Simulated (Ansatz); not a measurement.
ClFHSeSn, SMILES `[F][Sn]([Cl])[SeH]` radical. The species carries charge 0 and has multiplicity 2. Sn: def2 effective core potential.

**Question.** List the harmonic frequencies (cm⁻¹, unscaled) at PBE0-D4/def2-TZVP in Ansatz. (Best estimate.)

**Answer.** Ansatz gave: 50, 104, 135, 150, 218, 359, 578, 600, 2436.

**Question.** Is this a minimum?

**Answer.** Yes, all 9 modes are real.

**Question.** Give the ideal-gas thermochemistry at 298.15 K and 1 bar (rigid rotor, harmonic oscillator; point group C1, symmetry number 1).

**Answer.** Zero-point energy 27.7 kJ/mol; H(298) − E = 48.3 kJ/mol; entropy 380.9 J/(mol·K), of which translation 177.9, rotation 122.9, vibration 74.4, electronic 5.8; G(298) − E = -65.2 kJ/mol. Modes under 100 cm⁻¹ are hindered rotations or soft bends, so the harmonic entropy is rough.
